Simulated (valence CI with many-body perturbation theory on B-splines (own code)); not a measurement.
# Lu²²⁺: electric-dipole lines

Method: configuration interaction combined with many-body perturbation theory (CI+MBPT): three valence electrons over a frozen Dirac-Fock core [Kr] 4d10, radial functions for each j: 7 s, 7 p, 7 d, 7 f, 4 g, 2 h, with the one-electron correlation potential Σ1 (screened to all orders), the two-electron term Σ2, the three-electron term Σ3, Breit, model QED; selected single and double excitations, second order for the rest, scaled by the run's own slope (own B-spline code, finite nucleus).

No measured spectrum was set against this ion. As an estimate, terms of the open shell hold to a few per cent of their energy, and close levels can change places. Excitations out of the core, of the other parity, are not computed and may begin above about 148 eV (a cautious bound); beyond it only levels of the ground parity were kept, without lifetimes.

Lines 1 to 50 of 546 in falling wavelength, among levels below 1191200 cm⁻¹, chosen from the strongest by gf and those to the six lowest levels. Wavelengths and rates use the calculated energies, so an error of 2000 cm⁻¹ moves a line at 472.3 Å by 0.94 % and its rate by three times that or more. Electric multipoles are in the length gauge, E1 and E2 with the static RPA response of the core. Weak lines are less certain than strong ones. Lines between different terms over intervals too small for the method are left out, as are lines whose strength nearly cancels.

Levels are named by their leading jj configuration (3d3/2^4 stands for four electrons in 3d with j = 3/2), which in mixed levels can hold well under half, so a name can repeat and another be missing. Letters in brackets count levels of one name in rising energy.

```csv
λ vac (Å),Upper,Lower,A (s⁻¹),S (a.u.) with core polarisation,S without
472.3,(4f5/2 4f7/2 5p1/2) J=3/2 [a],(4f7/2^2 5s) J=1/2,1.55e+07,3.22e-03,4.25e-03
418.3,(4f7/2^2 5p1/2) J=3/2,(4f7/2^2 5s) J=1/2,2.28e+07,3.30e-03,4.34e-03
407.9,(4f5/2 4f7/2 5p1/2) J=5/2 [a],(4f7/2^2 5s) J=3/2,3.68e+07,7.40e-03,9.68e-03
407.4,(4f5/2^2 5p1/2) J=3/2,(4f5/2 4f7/2 5s) J=1/2,4.79e+07,6.39e-03,8.38e-03
398.5,(4f5/2 4f7/2 5p1/2) J=11/2 [a],(4f5/2 4f7/2 5s) J=11/2 [b],1.50e+07,5.62e-03,7.32e-03
397.9,(4f5/2 4f7/2 5p1/2) J=11/2 [a],(4f5/2 4f7/2 5s) J=13/2,6.48e+06,2.42e-03,3.14e-03
384.6,(4f5/2^2 5p1/2) J=5/2,(4f5/2 4f7/2 5s) J=3/2 [a],2.17e+07,3.66e-03,4.76e-03
375.8,(4f5/2 4f7/2 5p1/2) J=5/2 [a],(4f5/2 4f7/2 5s) J=3/2 [b],5.36e+07,8.42e-03,1.11e-02
373.7,(4f5/2^2 5p1/2) J=9/2,(4f5/2 4f7/2 5s) J=7/2 [b],3.39e+07,8.72e-03,1.13e-02
372.1,(4f5/2 4f7/2 5p1/2) J=9/2 [a],(4f7/2^2 5s) J=7/2,1.68e+07,4.26e-03,5.55e-03
370.4,(4f7/2^2 5p1/2) J=13/2,(4f5/2 4f7/2 5s) J=13/2,4.95e+07,1.74e-02,2.26e-02
366.9,(4f5/2^2 5p1/2) J=9/2,(4f5/2 4f7/2 5s) J=9/2 [b],2.77e+07,6.75e-03,8.77e-03
365.4,(4f5/2 4f7/2 5p1/2) J=11/2 [a],(4f7/2^2 5s) J=9/2,1.16e+07,3.34e-03,4.34e-03
364.9,(4f5/2 4f7/2 5p1/2) J=5/2 [b],(4f7/2^2 5s) J=3/2,6.45e+07,9.28e-03,1.20e-02
363.8,(4f5/2 4f7/2 5p1/2) J=7/2 [a],(4f5/2 4f7/2 5s) J=5/2 [b],6.82e+07,1.30e-02,1.69e-02
363.3,(4f7/2^2 5p1/2) J=7/2,(4f7/2^2 5s) J=5/2,7.08e+07,1.34e-02,1.76e-02
362.4,(4f5/2 4f7/2 5p1/2) J=5/2 [a],(4f5/2 4f7/2 5s) J=3/2 [a],7.91e+07,1.12e-02,1.45e-02
362.4,(4f5/2^2 5p1/2) J=7/2,(4f5/2 4f7/2 5s) J=5/2 [a],2.42e+07,4.55e-03,5.94e-03
361.5,(4f5/2^2 5p1/2) J=1/2,(4f7/2^2 5s) J=3/2,7.16e+07,3.34e-03,4.37e-03
361.4,(4f5/2 4f7/2 5p1/2) J=7/2 [a],(4f7/2^2 5s) J=7/2,2.01e+07,3.75e-03,4.86e-03
358.0,(4f5/2 4f7/2 5p1/2) J=5/2 [a],(4f7/2^2 5s) J=7/2,1.90e+08,2.58e-02,3.35e-02
356.8,(4f5/2^2 5p1/2) J=9/2,(4f5/2 4f7/2 5s) J=9/2 [a],3.78e+08,8.48e-02,1.10e-01
356.3,(4f5/2 4f7/2 5p1/2) J=9/2 [b],(4f7/2^2 5s) J=7/2,1.22e+08,2.73e-02,3.54e-02
356.2,(4f5/2^2 5p1/2) J=7/2,(4f5/2 4f7/2 5s) J=9/2 [b],6.46e+07,1.15e-02,1.49e-02
354.7,(4f5/2 4f7/2 5p1/2) J=1/2,(4f7/2^2 5s) J=3/2,6.07e+08,2.67e-02,3.48e-02
354.1,(4f5/2 4f7/2 5p1/2) J=7/2 [a],(4f7/2^2 5s) J=9/2,4.33e+07,7.59e-03,9.85e-03
353.6,(4f5/2 4f7/2 5p1/2) J=11/2 [a],(4f7/2^2 5s) J=11/2,1.41e+08,3.69e-02,4.79e-02
352.7,(4f5/2 4f7/2 5p1/2) J=9/2 [a],(4f7/2^2 5s) J=11/2,2.69e+08,5.82e-02,7.53e-02
351.6,(4f5/2 4f7/2 5p1/2) J=7/2 [b],(4f7/2^2 5s) J=7/2,8.13e+07,1.40e-02,1.80e-02
351.3,(4f5/2 4f7/2 5p1/2) J=3/2 [a],(4f5/2 4f7/2 5s) J=1/2,2.74e+08,2.35e-02,3.05e-02
350.3,(4f5/2^2 5p1/2) J=5/2,(4f5/2 4f7/2 5s) J=5/2 [a],3.37e+08,4.30e-02,5.56e-02
349.2,(4f5/2 4f7/2 5p1/2) J=9/2 [b],(4f7/2^2 5s) J=9/2,4.29e+07,9.01e-03,1.17e-02
347.3,(4f5/2 4f7/2 5p1/2) J=3/2 [b],(4f7/2^2 5s) J=3/2,2.75e+07,2.27e-03,2.92e-03
347.2,(4f7/2^2 5p1/2) J=9/2,(4f5/2 4f7/2 5s) J=11/2 [b],1.75e+07,3.61e-03,4.74e-03
346.6,(4f5/2^2 5p1/2) J=7/2,(4f5/2 4f7/2 5s) J=9/2 [a],3.84e+08,6.31e-02,8.17e-02
346.1,(4f5/2^2 5p1/2) J=1/2,(4f5/2 4f7/2 5s) J=1/2,1.20e+09,4.93e-02,6.39e-02
345.6,(4f5/2^2 5p1/2) J=3/2,(4f5/2 4f7/2 5s) J=5/2 [a],1.06e+09,8.64e-02,1.12e-01
344.2,(4f7/2^2 5p1/2) J=11/2,(4f7/2^2 5s) J=9/2,2.37e+07,5.72e-03,7.48e-03
344.0,(4f5/2 4f7/2 5p1/2) J=9/2 [a],(4f5/2 4f7/2 5s) J=7/2 [b],4.46e+08,8.96e-02,1.16e-01
341.8,(4f5/2^2 5p1/2) J=5/2,(4f5/2 4f7/2 5s) J=7/2 [a],3.57e+07,4.23e-03,5.49e-03
341.4,(4f5/2 4f7/2 5p1/2) J=11/2 [a],(4f7/2^2 5s) J=13/2,5.08e+07,1.20e-02,1.56e-02
341.3,(4f5/2^2 5p1/2) J=7/2,(4f5/2^2 5s) J=5/2,2.99e+07,4.70e-03,6.16e-03
339.8,(4f5/2 4f7/2 5p1/2) J=1/2,(4f5/2 4f7/2 5s) J=1/2,1.41e+09,5.47e-02,7.12e-02
339.1,(4f5/2 4f7/2 5p1/2) J=11/2 [a],(4f5/2 4f7/2 5s) J=9/2 [b],3.05e+08,7.04e-02,9.13e-02
339.0,(4f5/2 4f7/2 5p1/2) J=5/2 [b],(4f5/2 4f7/2 5s) J=3/2 [b],1.06e+08,1.22e-02,1.58e-02
338.2,(4f5/2 4f7/2 5p1/2) J=9/2 [a],(4f5/2 4f7/2 5s) J=9/2 [b],1.21e+07,2.30e-03,2.99e-03
337.9,(4f5/2 4f7/2 5p1/2) J=3/2 [b],(4f7/2^2 5s) J=5/2,4.88e+07,3.72e-03,4.81e-03
335.6,(4f5/2 4f7/2 5p1/2) J=9/2 [a],(4f5/2 4f7/2 5s) J=7/2 [a],3.90e+07,7.28e-03,9.38e-03
334.8,(4f5/2 4f7/2 5p1/2) J=7/2 [a],(4f5/2 4f7/2 5s) J=7/2 [b],5.82e+07,8.63e-03,1.12e-02
334.7,(4f5/2 4f7/2 5p1/2) J=7/2 [a],(4f5/2 4f7/2 5s) J=5/2 [a],2.88e+09,4.27e-01,5.54e-01
```
